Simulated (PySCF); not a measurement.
# Electron correlation in K(15+) (potassium, charge +15)

Starting occupation: [He] 2s2. Computed with PySCF 2.14 in an even-tempered Gaussian basis (17 s from 0.66 bohr⁻², ratio 2.6; 11 p from 0.86 bohr⁻², ratio 2.6; 7 d from 0.88 bohr⁻², ratio 2.8; 4 f from 19 bohr⁻², ratio 2.8), with X2C-1e with screened-nucleus spin-orbit coupling, Gaussian nucleus. Frozen: nothing; 4 electrons correlated; the 28 highest virtual spinors left out.

MP2 pair energies summed by pair of shells (mhartree):

| pair | energy | share (%) |
| --- | --- | --- |
| 2s1/2-2s1/2 | -126.60 | 69.1 |
| 1s1/2-1s1/2 | -41.75 | 22.8 |
| 1s1/2-2s1/2 | -14.76 | 8.1 |

Total MP2 correlation energy: -183.12 mhartree.

The virtual space was cut to 50 spinors, which keep -170.49 of the -183.12 mhartree of MP2 correlation.

```json
{"level": "CCSD", "correlation energy (mhartree)": "-266.63"}
{"level": "(T)", "correlation energy (mhartree)": "-0.56"}
{"level": "CCSD(T)", "correlation energy (mhartree)": "-267.19"}
```

Diagnostics: T1 = 0.0013, largest double amplitude 0.141.

Cost of the coupled-cluster step: of the order of 7 core-seconds, for 4 occupied and 50 virtual spinors.

The coupled-cluster values are those of the cut space; adding the MP2 remainder, -12.63 mhartree, estimates the full space.
